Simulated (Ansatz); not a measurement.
Input for Ansatz (a first-principles code): R-RI-MP2/aug-cc-pVTZ on H2Se (SMILES [SeH2]) with ghost functions, monomers drawn apart or pushed together. Files ending in .json are basis or fitting sets from the Basis Set Exchange. The run froze 14 orbitals, filled d shells among them.

Ansatz 0.2 input:
```yaml
crystal:
  periodic: [false, false, false]
  atoms:
    - {symbol: Se, position_ang: [-0.01257151, -0.27782601, 5.09820936]}
    - {symbol: H, position_ang: [0.07249436, -0.45604438, 6.55585934]}
    - {symbol: H, position_ang: [0.97598866, -1.34194877, 4.87375557]}
basis:
  gaussian:
    orbitals: aug-cc-pVTZ
    fitting: {mean_field: def2-universal-JKFIT, correlation: aug-cc-pVTZ-RIFIT.json}
    ghost_atoms:
      - {symbol: C, position_ang: [0.48274902, -0.45229679, 0.01903386]}
      - {symbol: C, position_ang: [-0.47432861, 0.71276605, -0.21509421]}
      - {symbol: H, position_ang: [1.34259112, -0.14377591, 0.61751932]}
      - {symbol: H, position_ang: [0.86499419, -0.84923239, -0.92346482]}
      - {symbol: H, position_ang: [-0.01280644, -1.27240232, 0.54300507]}
      - {symbol: H, position_ang: [-0.85535501, 1.10884613, 0.72792244]}
      - {symbol: H, position_ang: [-1.33329469, 0.40541294, -0.81471308]}
      - {symbol: H, position_ang: [0.02019025, 1.53199646, -0.74057904]}
magnetization: {spin_polarized: false}
correlation: {method: mp2, electrons: outside_noble_gas}
scf: {lower_state_search: off}
```

It printed:

```
WARN ansatz: RAYON_NUM_THREADS=1 ignored (pool sized by the plan → 1); use --threads N
Functional definition: HF
these checks for a lower state are left out or cut short: stability, starts, cluster_reference, orbital_swaps, neighbouring_geometries, increment
integrals: 0.44 GiB planned
560 factors; integrals over basis functions are off by at most 1.1e0 eV
mean field: 0.71 GiB planned
mean field evaluation 1: about -65335.3875 eV, gradient 9.4e0 eV
mean field evaluation 2: about -65335.8110 eV, gradient 3.6e0 eV
mean field evaluation 4: about -65335.8692 eV, gradient 3.5e-1 eV
mean field -65335.87006858 eV, -2401.0489387769 hartree, gradient 1.8e-6 eV, S^2 0.000000; 0 other end points of the search recorded, 0 dependent functions left out
14 core orbitals not correlated
771 factors; their error is unknown
reference -65335.87006858 eV, -2401.0489387769 hartree; 4, 4 occupied and 317, 317 virtual orbitals, 771 factors
second order -4.69637002 eV of doubles, -0.00000000 eV of singles
Total energy: -65340.56643860 eV, -2401.2215271920 hartree
Checks for a lower state left out: stability, starts, cluster_reference, orbital_swaps, neighbouring_geometries, increment
```

The calculation finished and met its thresholds.

Cost: around 5 core-seconds (rough).
